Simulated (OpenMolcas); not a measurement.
Ti3+: effect of the metal basis

Ti3+ with its 6 nearest fluoride ions at 2.049 Å, on the Y site of Cs2NaYF6 (a = 9.075 Å, distance in the model lattice 2.178 Å). The rest of the host is ab initio model potentials to 7.6 Å and point charges beyond; the distance is set by hand and nothing relaxes.

```yaml
Program: OpenMolcas 26.06
Method: "SS-CASPT2, IPEA 0.25 Eh, imaginary shift 0.1 Eh (closed shells correlated: 3s 3p and the ligand valence shells)"
Spin-orbit_coupling: RASSI with atomic mean-field integrals over the reference wave functions
```

Fixed: ligand basis ANO-RCC-VDZP, active space 1 electron in 5 orbitals (3d), DKH2 Hamiltonian.

States (labels of O, the rotations of Oh). Energies in cm-1 above the lowest state or level, χT in cm3 K/mol; under a threefold ground state the first gap can be a small split of the lowest multiplet, not the spin-orbit step; 10Dq is the gap between the two states.

```csv
Run,Metal basis,Ground state,First state of that spin,10Dq,First gap with spin-orbit (degeneracies),χT at 300 K,Cost
A,ANO-RCC-VDZP,2T2,2E 15290,15289,"220 (4, 2)",0.448,roughly 14 core-seconds
B,ANO-RCC-VTZP,2T2,2E 14860,14862,"220 (4, 2)",0.449,roughly 27 core-seconds
```

Against A, |10Dq| changes by -2.8 % in B.

Costs are those of the CASPT2 steps.

Over all roots computed the reference weight is 0.73 to 0.74 in A, 0.73 in B; a low but even weight reflects the number of correlated electrons. An orbital triplet at a regular site is open to Jahn-Teller coupling, which can distort the site and quench the lowest spin-orbit gaps and is left out. Ligand-to-metal charge-transfer states are missing. With one d shell and no ligand orbital active, 10Dq can be off by a tenth or more. No measured value stands beside these numbers; the geometry was set by hand and not optimised.
